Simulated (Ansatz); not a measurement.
Pb₃, relaxed as a triplet with UKS PBE-D4/def2-SVP in Ansatz, starting from the PBE-D4/def2-SVP geometry of the neutral singlet. Force threshold 0.02 eV/Å.

In the def2 sets Pb takes a core potential; there is no spin–orbit coupling. The structure comes from a short search, and lower isomers may exist.

Start:

```tsv
atom	x (Å)	y (Å)	z (Å)
Pb1	0.590	0.196	1.860
Pb2	-0.788	-1.232	-0.207
Pb3	0.198	1.036	-1.653
```

Question: Estimate the energy that the relaxation releases and the steps that it takes.

Answer: 52.5 kJ/mol, in 4 steps; 8 s on 4 threads of Arm Neoverse V2 on a shared host. No frequencies were taken in this run, so the end may be a saddle point.

Question: Does the start keep its bonding and symmetry?

Answer: By distances, no bond broke or formed, bridged metal pairs apart. The bond that changes most is Pb1–Pb3, from 3.63 to 3.03 Å (atoms count from 1). Metal–metal contacts that move far: Pb1–Pb3 3.63 to 3.03 Å. Point group C2v at the start, D3h at the end, both within 0.05 Å.

Question: Predict the relaxed structure.

Answer: 
Cartesian coordinates in Å:
```
Pb 0.631 0.380 1.587
Pb -0.935 -1.460 -0.245
Pb 0.304 1.080 -1.342
```
Bond lengths (bridged metal pairs left out): 3 × Pb–Pb 3.03 Å.
